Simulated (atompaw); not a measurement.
**sulfur (S): PAW (atompaw) pseudisation with PBEsol, scalar-relativistic reference atom.**

| Item | Value |
| --- | --- |
| Element | sulfur |
| Generator | atompaw 4.2.0.5 |
| Type | PAW |
| Functional | PBEsol |
| Relativity | scalar-relativistic |
| Frozen core | [Ne] |
| Valence charge | 6 |
| Reference configuration | 3s1.75 3p4.25 |
| Partial waves | 3s (bound): rc 1.15 bohr; 3s channel at 3.4 Ry: rc 1.80 bohr; 3p (bound): rc 1.80 bohr; 3p channel at 1.95 Ry: rc 1.80 bohr |
| Local potential | troulliermartins scheme with l = 2 at 0 Ry, radius 1.70 bohr |
| Core correction | smooth core density matched at 1.80 bohr |
| Augmentation charge | sinc compensation charge, radius 1.70 bohr; PAW radius 1.80 bohr; waves and projectors: custom rrkj gramschmidtortho |

(1) Estimate the cutoffs (Ry, on a coarse ladder) from which the occupation-weighted sum of valence levels, in a spherical-Bessel basis at the reference potential, stays within 10 and 1 mRy of its value at 400 Ry.

(2) What does a ghost test show?

(3) Is the overlap operator S = 1 + Σ q|β⟩⟨β| positive definite (Bessel basis up to 400 Ry)?

(4) Which valence shell sets the plane-wave cutoff?

Results:

(1) 30 Ry and 45 Ry.

(2) No extra level below or beside the all-electron valence levels (s, p, d, f tested).

(3) Yes: its lowest eigenvalue is 0.09 (s channel).

(4) 3s: its level needs 35 Ry to come within 1 mRy, against 21 Ry for 3p.
